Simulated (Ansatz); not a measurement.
Cartesian coordinates in Å:
```
N 1.247 0.826 0.948
C 0.499 -0.224 0.392
F 0.985 -1.491 0.803
C 0.409 -0.191 -1.117
C -0.882 -0.062 -1.451
Si -1.422 -0.094 0.324
H 2.226 0.784 0.687
H 1.169 0.870 1.954
H 1.277 -0.261 -1.775
H -1.281 0.021 -2.453
H -2.166 -1.295 0.787
H -2.062 1.119 0.902
```

Total charge 0; spin multiplicity 1.

Q: List the ωB97M-V/def2-TZVPP orbital energies in eV (the Gaussian-basis code of Ansatz). (Best estimate.)

A: The calculation gave: Occupied: -1807.01, -676.73, -394.62, -283.97, -282.13, -281.54, -148.08, -102.21, -102.18, -102.18, -35.57, -28.09, -25.43, -20.68, -19.08, -17.34, -16.68, -16.65, -15.74, -14.66, -14.37, -12.67, -12.40, -11.21, -10.61, -10.32, -9.95. Lowest empty: 1.58, 1.68, 2.73, 2.91, 3.56, 3.88, 4.07, 4.16.
